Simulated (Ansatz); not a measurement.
CH4N2OSi can be A, `N=C1N[SiH2]O1`, or B, `N=C1O[SiH]1N`.

Calculated with Ansatz (gas phase, PBE0-D4/def2-TZVP geometries, no zero-point term in ΔE). CCSD(T)/CBS adds triple-zeta CCSD(T) − MP2 to the extrapolated MP2 energy (def2 sets, frozen cores). DFT in def2-TZVPP. B3LYP here is the variant with VWN-RPA as its local correlation; programs differ in this. Each species was taken in one conformer, which may not be the lowest.

A:

```xyz
9

N     1.1766    1.4720   -0.9567
C     0.5209    0.5658   -0.3966
N    -0.7648    0.6018    0.1256
Si   -0.6036   -1.0487    0.5840
O     0.8941   -0.7520   -0.1323
H     2.0952    1.1404   -1.2324
H    -1.3378    1.4236    0.1033
H    -0.5427   -1.3584    2.0300
H    -1.4378   -2.0445   -0.1249
```

B:

```xyz
9

N     2.404    0.148    0.613
C     1.288    0.004    0.078
O     0.662   -1.138   -0.477
Si   -0.367    0.197   -0.570
N    -1.767    0.266    0.354
H     2.927   -0.731    0.624
H    -0.679    0.700   -1.920
H    -2.660    0.512   -0.036
H    -1.807    0.042    1.334
```

**Question.** Which is lower in electronic energy at CCSD(T)/CBS, and by how much? (An estimate is asked.)

**Answer.** Computed: A, by 14.6 kcal/mol.

**Question.** Give E(B) − E(A) in kcal/mol with BLYP-D4, CCSD/def2-TZVPP, MP2/def2-TZVPP, ωB97M-V, CCSD(T)/def2-SVP, CCSD(T)/def2-TZVPP, B3LYP. (Best estimate.)

**Answer.** The calculation gave: BLYP-D4 11.5, CCSD/def2-TZVPP 16.4, MP2/def2-TZVPP 14.9, ωB97M-V 15.4, CCSD(T)/def2-SVP 20.5, CCSD(T)/def2-TZVPP 15.2, B3LYP 14.1. None reverses the order clearly.

**Question.** Does the order hold for the free energy at 298.15 K (harmonic terms from PBE0-D4)? (Estimate.)

**Answer.** Computed: Yes: G(B) − G(A) = +14.1 kcal/mol, for one conformer each.

Largest T1 diagnostic: 0.015.

At CCSD(T), def2-SVP lies +5.9 kcal/mol from the extrapolated value and def2-TZVPP +0.6 kcal/mol. In def2-TZVPP, CCSD(T) changes the Hartree–Fock value by −7.5 kcal/mol (the triples alone add −1.3 kcal/mol) and MP2 by −7.8 kcal/mol.
